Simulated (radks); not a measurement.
The numbers below are computed, except where a source is named.
All-electron atom: Ir56+ in [Ar] 3d3.

Level of theory: Dirac Kohn-Sham, PBE, spin-unpolarised, spherical densities, point nucleus; open shells are shared between the two j in proportion to 2j + 1 (a radial shooting solver on a logarithmic mesh with Libxc functionals).

Energy parts (eV):
total: -402933.36
kinetic: 469100.74
electron-nucleus: -918865.79
Hartree: 52454.11
exchange-correlation: -5622.41

Orbitals (lengths in bohr, moments of r in powers of bohr):
orbital  occ.  eigenvalue (eV)      <r^2>  <1/r>       <r^4>
1s1/2       2        -79919.47  0.0004192  92.27   4.803e-07
2s1/2       2        -17089.89   0.006269  22.73  0.00006840
2p1/2       2        -16561.02   0.004449  22.64  0.00004076
2p3/2       4        -14912.96   0.005602  18.71  0.00006098
3s1/2       2        -6476.220    0.03712  8.849    0.002039
3p1/2       2        -6265.396    0.03343  8.762    0.001727
3p3/2       4        -5853.702    0.03847  7.718    0.002255
3d3/2     1.2        -5545.713    0.02851  7.590    0.001367
3d5/2     1.8        -5451.736    0.02984  7.348    0.001482

The highest occupied level is 3d5/2 at -5451.7 eV. For comparison, the ionisation energy in NIST's Atomic Spectra Database is 5609 eV (theoretical). In exact Kohn-Sham theory the highest level is minus the ionisation energy, but local and semilocal functionals leave it too shallow, through self-interaction and a potential that decays too fast; potentials with the right tail come closer. The density falls to 0.001 e/bohr^3 at r = 0.58 bohr. Summed over all electrons, <r^2> = 0.4276 bohr^2, which gives a Langevin (diamagnetic) susceptibility term of -0.339 x 10^-6 cm^3/mol.

Beside tabulated values, note that spin-unpolarised runs miss the spin-polarisation part of the exchange energy of open shells.
